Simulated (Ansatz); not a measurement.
`C[Si](C)(F)[GaH2]` and `C[Si](C)(F)[SeH]` differ in one atom or group.

Ansatz, PBE0-D4/def2-TZVP geometries, multiplicity 1. Each molecule was computed in one conformer, which needn't be the lowest.

Scalar relativity is left out up to krypton.

| property | `C[Si](C)(F)[GaH2]` |
| --- | --- |
| HOMO energy (PBE0/def2-TZVPP) / eV | -7.15 |
| LUMO energy (PBE/def2-TZVPP) / eV | -2.84 |
| HOMO–LUMO gap (PBE0/def2-TZVPP) / eV | 5.09 |
| HOMO–LUMO gap (PBE/def2-TZVPP) / eV | 3.20 |
| ideal-gas entropy at 298 K and 1 bar (rigid rotor, harmonic PBE0-D4/def2-TZVP) / J/(mol·K) | 403 |
| HOMO–LUMO gap (ωB97M-V/def2-TZVPP) / eV | 8.82 |

(1) What does the change do to each property? (Estimate.)

## Answers

(1) The calculation gave: 
```json
{"property": "HOMO energy (PBE0/def2-TZVPP) / eV", "`C[Si](C)(F)[SeH]`": "-6.96", "shift": "0.19"}
{"property": "LUMO energy (PBE/def2-TZVPP) / eV", "`C[Si](C)(F)[SeH]`": "-0.83", "shift": "2.01"}
{"property": "HOMO–LUMO gap (PBE0/def2-TZVPP) / eV", "`C[Si](C)(F)[SeH]`": "7.00", "shift": "1.91"}
{"property": "HOMO–LUMO gap (PBE/def2-TZVPP) / eV", "`C[Si](C)(F)[SeH]`": "4.96", "shift": "1.76"}
{"property": "ideal-gas entropy at 298 K and 1 bar (rigid rotor, harmonic PBE0-D4/def2-TZVP) / J/(mol·K)", "`C[Si](C)(F)[SeH]`": "387", "shift": "-16"}
{"property": "HOMO–LUMO gap (ωB97M-V/def2-TZVPP) / eV", "`C[Si](C)(F)[SeH]`": "10.92", "shift": "2.10"}
```

With PBE0 the HOMO rises by 0.19 eV and the LUMO rises by 2.09 eV, so the gap widens by about 1.90 eV. PBE moves the HOMO by 0.25 eV and ωB97M-V by 0.05 eV. The zero-point energy changes by -12.8 kJ/mol with -3 modes. Modes under 60 cm⁻¹, often nearly free rotors, make the harmonic entropy too high.

Spin–orbit coupling is left out; it splits and shifts lone-pair levels of the heavy atoms by tenths of an eV.
